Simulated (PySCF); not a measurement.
Compound: C5H6F2.
SMILES with atom numbers: `[F:1][CH:2]([F:3])[C@H:4]1[CH:5]=[CH:6][CH2:7]1` (hydrogens: H8 on C2; H9 on C4; H10 on C5; H11 on C6; H12, H13 on C7)

Method: PBE0-D3(BJ)/def2-SVP geometry optimisation, gas phase in PySCF 2.14.0; density fitting, grid level 1; the optimiser is geomeTRIC in internal coordinates, started from a GFN2-xTB structure with every atom displaced at random (about 0.01 Å).

Step 0: E = -10695.8015 eV
```
atom  x, y, z in Å  |  force x, y, z in eV/Å
F1      2.3811   -0.8179   -0.1222   -0.837   0.717  -0.262
C2      1.4806    0.1876   -0.4596    1.532  -0.489   0.512
F3      2.1568    1.3530   -0.3662    0.048   0.178   0.089
C4      0.3256    0.1878    0.4789   -1.525  -0.205  -0.434
C5     -0.8796    1.0184    0.0155    1.238   0.538   0.440
C6     -1.6937   -0.0113   -0.1242    0.213  -1.167   0.107
C7     -0.6535   -1.0295    0.3099   -0.206   1.082  -0.369
H8      1.2266    0.0636   -1.5179   -0.325  -0.265  -0.188
H9      0.6346    0.3723    1.5148    0.298   0.020   0.053
H10    -0.9710    2.0852   -0.1030   -0.139   0.598  -0.132
H11    -2.7259   -0.1359   -0.4111   -0.513   0.050  -0.168
H12    -0.3547   -1.7432   -0.4454    0.216  -0.563  -0.453
H13    -0.9101   -1.5473    1.2170    0.000  -0.493   0.804
```

Step 1: E = -10695.8884 eV
```
atom  x, y, z in Å  |  force x, y, z in eV/Å
F1      2.3387   -0.7757    0.0615    0.292  -0.054  -0.289
C2      1.5203    0.1688   -0.4554   -0.419   0.164   0.453
F3      2.1723    1.3544   -0.4267    0.018  -0.087  -0.051
C4      0.2954    0.2105    0.4290    0.066   0.019  -0.107
C5     -0.8945    1.0495    0.0240    0.028   0.013   0.061
C6     -1.7126   -0.0072   -0.0993   -0.018   0.062   0.044
C7     -0.6503   -1.0142    0.2568   -0.046  -0.222   0.165
H8      1.2783   -0.0768   -1.5076    0.132  -0.019   0.054
H9      0.6560    0.3773    1.4641   -0.082  -0.058  -0.148
H10    -1.0284    2.1300   -0.0583    0.005   0.026  -0.075
H11    -2.7760   -0.1142   -0.3287   -0.001   0.005  -0.053
H12    -0.3684   -1.7144   -0.5514    0.023   0.039   0.085
H13    -0.8139   -1.6055    1.1784    0.002   0.112  -0.139
```

Step 2: E = -10695.9121 eV
```
atom  x, y, z in Å  |  force x, y, z in eV/Å
F1      2.3878   -0.7673   -0.0131   -0.075   0.025   0.053
C2      1.5155    0.1751   -0.4444   -0.033  -0.009  -0.149
F3      2.1549    1.3661   -0.4110   -0.036   0.079   0.102
C4      0.2935    0.1945    0.4405    0.194  -0.098   0.022
C5     -0.8849    1.0433    0.0228    0.020   0.016   0.017
C6     -1.7108   -0.0064   -0.1042   -0.019   0.006   0.034
C7     -0.6641   -1.0237    0.2773    0.015  -0.023  -0.046
H8      1.2750   -0.0447   -1.5003   -0.076  -0.019  -0.012
H9      0.6463    0.3586    1.4732   -0.022  -0.002   0.031
H10    -1.0056    2.1243   -0.0811    0.021  -0.011  -0.049
H11    -2.7700   -0.1038   -0.3574    0.006  -0.001  -0.022
H12    -0.3759   -1.7346   -0.5158    0.012  -0.009   0.016
H13    -0.8449   -1.5988    1.2001   -0.007   0.045   0.001
```

Question: Estimate the geometry and energy of step 3. (The exact step hangs on the optimiser's Hessian estimate; all steps are aligned on step 2, rigid shifts and turns removed.)

Answer: E = -10695.9179 eV, largest force 0.096 eV/Å
```
atom  x, y, z in Å  |  force x, y, z in eV/Å
F1      2.3908   -0.7607   -0.0356   -0.026   0.018   0.018
C2      1.5084    0.1803   -0.4471    0.017  -0.037  -0.060
F3      2.1322    1.3793   -0.3889    0.002   0.036   0.006
C4      0.2984    0.1827    0.4451    0.035  -0.060   0.066
C5     -0.8715    1.0377    0.0196   -0.040   0.018   0.032
C6     -1.7049   -0.0062   -0.1057   -0.008  -0.008   0.003
C7     -0.6664   -1.0296    0.2853    0.011   0.032  -0.078
H8      1.2553   -0.0267   -1.5031   -0.014   0.017  -0.010
H9      0.6493    0.3462    1.4781    0.009   0.010   0.024
H10    -0.9796    2.1183   -0.1020    0.013  -0.008  -0.024
H11    -2.7620   -0.0967   -0.3700    0.005  -0.006  -0.013
H12    -0.3780   -1.7479   -0.5004    0.004  -0.019  -0.001
H13    -0.8551   -1.5939    1.2113   -0.008   0.008   0.038
```

The energy changes by -0.0058 eV. The first-order estimate −F·Δx gives -0.0093 eV and the mean of the old and new forces, exact on a quadratic surface, -0.0056 eV. The step makes an angle of 68° with the force vector and moves no atom by more than 0.034 Å.

The cost below is that of the whole optimisation. The run took 50 s wall on Arm Neoverse V2, one thread, shared host, and the process peaked at 0.50 GiB of memory.
